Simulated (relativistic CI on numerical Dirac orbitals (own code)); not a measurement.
## Fe4+: L-alpha,beta X-ray emission

Computed with this model: Dirac-Coulomb-Breit CI, KLI orbitals optimised for each configuration, model QED, multiplet model of X-ray emission after core ionisation, unscaled Slater integrals; configurations [Ar] 3d4 → [He] 2s2 2p5 3s2 3p6 3d4 → [Ar] 3d3; 300 K; Lorentzian 0.42 eV and Gaussian 0.5 eV FWHM. Energies are those of the free ion, without screening or charge transfer. S is read from ⟨S²⟩ = S(S + 1).

Field parameters in Wybourne normalisation: D3d B²₀ = −7Dσ, B⁴₀ = −14Dq − 21Dτ, B⁴₃ = −14√(10/7) Dq; D4h B²₀ = −7Ds, B⁴₀ = 21(Dq − Dt), B⁴₄ = 21√(5/14) Dq; Td as Oh with Dq negative (B⁴₀ = 21Dq, B⁴₄ = √(5/14) B⁴₀). The field is a parameter set, without covalency.

Peaks in eV (height, largest 100): 711.1 (16), 712.8 (27), 715.0 (34), 718.7 (77), 721.5 (100), 722.9 (91), 726.8 (66), 728.3 (50), 730.7 (30), 732.0 (36).

**Question.** Which surroundings give this spectrum?
A. D3d, 10Dq = 26200, Dσ = 590, Dτ = 430 cm⁻¹
B. Td, 10Dq = -4200 cm⁻¹
C. D4h, 10Dq = 29350, Ds = -1230, Dt = -470 cm⁻¹
D. free ion

**Answer.** C. D4h, 10Dq = 29350, Ds = -1230, Dt = -470 cm⁻¹, where the ground state has S = 1.98.
